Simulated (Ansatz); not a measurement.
`C=CC(=O)OC1CCOC1=O`. The species carries charge 0 and has multiplicity 1.

| atom | x (Å) | y (Å) | z (Å) |
| --- | --- | --- | --- |
| C1 | 0.2800 | 2.2775 | 3.1948 |
| C2 | 0.8025 | 1.5974 | 2.1839 |
| C3 | -0.0378 | 0.6884 | 1.3822 |
| O4 | -1.2067 | 0.4637 | 1.5532 |
| O5 | 0.6899 | 0.1214 | 0.3995 |
| C6 | -0.0010 | -0.7940 | -0.4181 |
| C7 | -0.7209 | -0.1902 | -1.6053 |
| C8 | -0.6527 | -1.3401 | -2.5990 |
| O9 | 0.5670 | -2.0342 | -2.3060 |
| C10 | 0.9998 | -1.7417 | -1.0647 |
| O11 | 1.9969 | -2.1871 | -0.5940 |
| H12 | 0.8813 | 2.9474 | 3.7970 |
| H13 | -0.7712 | 2.1710 | 3.4393 |
| H14 | 1.8473 | 1.6709 | 1.9071 |
| H15 | -0.6896 | -1.3850 | 0.1958 |
| H16 | -0.1512 | 0.6686 | -1.9693 |
| H17 | -1.7379 | 0.1262 | -1.3806 |
| H18 | -0.6102 | -1.0217 | -3.6396 |
| H19 | -1.4856 | -2.0384 | -2.4762 |

(1) Give the diagnostics of a CCSD(T)/def2-TZVPP run (frozen core, the Gaussian-basis code of Ansatz). (Best estimate.)

Answers

(1) Computed: T1 = 0.0154, largest single amplitude 0.025, largest double 0.092, (T) share of the correlation energy 4.4 %, 12 CCSD cycles. The RHF solution is unstable towards an unrestricted one. T1 lies under the customary mark of 0.02 for closed shells.
